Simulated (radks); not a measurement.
Results of a calculation; reference values are marked as such.
Ionisation of the bromine ion Br+, [Ar] 3d10 4s2 4p4, to Br2+, [Ar] 3d10 4s2 4p3, under several functionals. Scalar-relativistic Kohn-Sham, spin-polarised, spherical densities, finite nucleus; open shells are filled with parallel spins first; a radial shooting solver on a logarithmic mesh with Libxc functionals.

functional                                      E(Br+) (hartree)  Exc (hartree)  IE (eV)  -e(HOMO) (eV)  <r> HOMO (bohr)  IE error (eV)
B86b exchange with PBE correlation                   -2606.40576      -92.24708   21.292         16.453            1.977         -0.299
exchange-only PBE                                    -2604.31209      -90.11274   19.983         15.240            2.009         -1.608
RPBE                                                 -2606.20575      -92.04572   21.115         16.334            1.984         -0.476
TASK exchange with Perdew-Wang LDA correlation       -2605.67079      -91.41088   20.984         16.637            1.954         -0.607
MS2 meta-GGA                                         -2606.00868      -91.81626   21.099         16.367            1.975         -0.492
BLYP                                                 -2606.40327      -92.23689   21.354         16.403            1.987         -0.237
LDA (Slater exchange, VWN5 correlation)              -2602.67037      -88.45546   21.679         16.751            1.974         +0.088
BP86                                                 -2606.63738      -92.48093   21.470         16.600            1.973         -0.121
OLYP                                                 -2607.06985      -92.99063   20.949         16.198            1.993         -0.642
PBE                                                  -2605.96368      -91.79798   21.250         16.421            1.979         -0.341
r2SCAN                                               -2606.40480      -92.18545   21.030         16.440            1.970         -0.561

NIST Atomic Spectra Database: 21.591 eV (measured). Closest: LDA (Slater exchange, VWN5 correlation). The Delta-SCF values span 1.70 eV, the total energies 4.40 hartree. The highest occupied level is 4p. Open shells are spherical and high-spin; term and fine-structure splittings are not resolved.
